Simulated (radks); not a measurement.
Results of a calculation; reference values are marked as such.
Initial-state core-level shifts of the lead ion Pb+ when its valence configuration changes from [Hg] 6p1. Level of theory: scalar-relativistic Kohn-Sham, PBE, spin-polarised, spherical densities, finite nucleus; open shells are filled with parallel spins first (spin-orbit coupling, left out, can overturn this in heavy ions); Fermi nuclear charge, rms radius 5.5012 fm (a radial shooting solver on a logarithmic mesh with Libxc functionals). Shifts are changes of the shell-averaged eigenvalues in eV (positive: less bound); the change of the density at the nucleus, which sets a Mossbauer isomer shift, is in e/bohr^3, on a base of 2.955e+06.

| valence | 2s | 3s | 3p | 5p | density at nucleus |
|---|---|---|---|---|---|
| [Xe] 4f14 5d10 6s1 6p2 | -1.634 | -1.652 | -1.651 | -1.653 | -271.1 |
| [Xe] 4f14 5d9 6s2 6p2 | -6.342 | -6.253 | -6.251 | -5.458 | +80.5 |
| [Xe] 4f14 5d10 6s1.5 6p1.5 | -0.850 | -0.858 | -0.858 | -0.859 | -132.6 |
| [Xe] 4f13 5d10 6s2 6p2 | -22.104 | -24.261 | -24.215 | -8.924 | +290.2 |
| [Xe] 4f12 5d10 6s2 6p3 | -45.050 | -49.419 | -49.321 | -17.924 | +594.0 |
| [Xe] 4f14 5d8 6s2 6p3 | -12.713 | -12.512 | -12.508 | -10.765 | +163.6 |
| [Xe] 4f14 5d9 6s1 6p3 | -7.804 | -7.733 | -7.731 | -6.916 | -218.5 |
| [Xe] 4f13.5 5d10 6s2 6p1.5 | -10.946 | -12.017 | -11.994 | -4.452 | +143.4 |
